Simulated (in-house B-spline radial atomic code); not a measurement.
How numerical settings move a run on neutral arsenic, [Ar] 3d10 4s2 4p3. Computed with an all-electron radial atomic-structure program (B-spline basis): non-relativistic PBE0, spin-polarised, spherical fractional occupations, point nucleus.

Command:
```bash
python run_scf.py task.json out
```
Settings of the sound reference run:
```
Z                33
electrons        33
configuration    [Ar] 3d10 4s2 4p3
hamiltonian      nr
method           pbe0
spin_polarised   True
knot_spacing     0.22
spline_order     8
gauss_points     12
box_radius       50
max_iterations   70
damping          0.5
damped_steps     3
diis_vectors     10
tolerance        1e-08
start            Thomas-Fermi
```

Cost of the run: 0.2 s on 1 thread of Intel(R) Xeon(R) 6975P-C, with other jobs on the host.

It converges in 10 iterations to -2235.593060 hartree, with 4p up at -7.13378 eV. The other runs change the listed settings, some to values that make no sense; their results aren't properties of the atom or ion. Radii are in bohr (the nuclear one in fm), a minus after a letter asks for a j subshell, and «unchanged» means within 1e-8 hartree. The run stops when the residual is below 10 × tolerance × max(1, Z/10), or a noise floor if that is larger, and the energy moves by less than 1e-8 × √|E| hartree; so very loose and very tight tolerances often act alike.

| changed settings | outcome |
| --- | --- |
| knot_spacing = 1.4 | converged in 10 iterations, energy +1.30e+02 hartree from the reference, 4p up level -1.5e+00 eV (the program warns: 3s up reaches the box edge; 3s down reaches the box edge) |
| knot_spacing = 0.15 | converged in 9 iterations, energy -1.05e-06 hartree from the reference, 4p up level -2.0e-05 eV |
| spline_order = 4 | converged in 10 iterations, energy +8.20e-04 hartree from the reference, 4p up level -2.6e-05 eV |
| knot_spacing = 0.1 | converged in 9 iterations, energy -1.10e-06 hartree from the reference, 4p up level -2.0e-05 eV |
| max_iterations = 75, damped_steps = 30, diis_vectors = 1, tolerance = 1e-05 | converged in 10 iterations, energy +7.09e-08 hartree from the reference, 4p up level -2.4e-04 eV |
| knot_spacing = 2 | converged in 10 iterations, energy +1.78e+02 hartree from the reference, 4p up level -5.9e+00 eV (the program warns: 3s up reaches the box edge; 3s down reaches the box edge) |
| spline_order = 3 | converged in 10 iterations, energy +5.20e-02 hartree from the reference, 4p up level -1.3e-03 eV |
| knot_spacing = 0.4 | converged in 10 iterations, energy +3.07e-04 hartree from the reference, 4p up level +1.2e-04 eV |
| gauss_points = 3 | converged in 11 iterations, energy -4.50e+05 hartree from the reference, 4p up level +1.8e+00 eV |
| spline_order = 4, gauss_points = 4, first_knot = 0.0303, max_iterations = 75 | converged in 10 iterations, energy +4.07e-01 hartree from the reference, 4p up level -1.5e-04 eV |
| gauss_points = 4 | converged in 10 iterations, energy -3.42e-07 hartree from the reference |
| knot_spacing = 0.15, box_radius = 5, max_iterations = 100, tolerance = 1e-10, start = bare nucleus | converged in 12 iterations, energy +7.82e-02 hartree from the reference, 4p up level +1.8e+00 eV (the program warns: 4p up reaches the box edge; 3d up reaches the box edge) |
| gauss_points = 5 | converged in 10 iterations, energy -1.11e-08 hartree from the reference |
| electrons = 36, configuration = [Ar] 3d10 4s2 4p3 5s3, max_iterations = 50 | stopped with error: shell 5s holds at most 1 electrons (per spin) |
| knot_spacing = 1 | converged in 10 iterations, energy +7.35e+00 hartree from the reference, 4p up level -2.2e-01 eV |
| box_radius = 2, first_knot = 0.00303, max_iterations = 75, start = bare nucleus | converged in 10 iterations, energy +9.51e+00 hartree from the reference, 4p up level +7.3e+01 eV (the program warns: 4p up has a positive eigenvalue: unbound, held by the box; 4s up has a positive eigenvalue: unbound, held by the box) |
| spline_order = 10 | converged in 10 iterations, energy -2.36e-07 hartree from the reference |
| hamiltonian = dirac, method = revtpss,revtpss, spin_polarised = False, nucleus = fermi, rms_radius = 4.0968, mass_number = 75, atomic_mass = 74.92159, speed_of_light = 137.036 | stopped with error: meta-GGAs are not served with the Dirac Hamiltonian |

Question: What happens with gauss_points = 16?

Answer: Converged in 10 iterations, energy unchanged.

Question: What happens with spline_order = 5?

Answer: Converged in 10 iterations, energy +2.49e-05 hartree from the reference, 4p up level -2.5e-06 eV.

Question: What happens with spline_order = 7?

Answer: Converged in 10 iterations, energy -1.47e-07 hartree from the reference.

Question: What happens with knot_spacing = 0.55, first_knot = 3.03e-05, max_iterations = 100, damping = 0, damped_steps = 30?

Answer: Converged in 40 iterations, energy +3.79e-02 hartree from the reference, 4p up level -2.1e-03 eV.
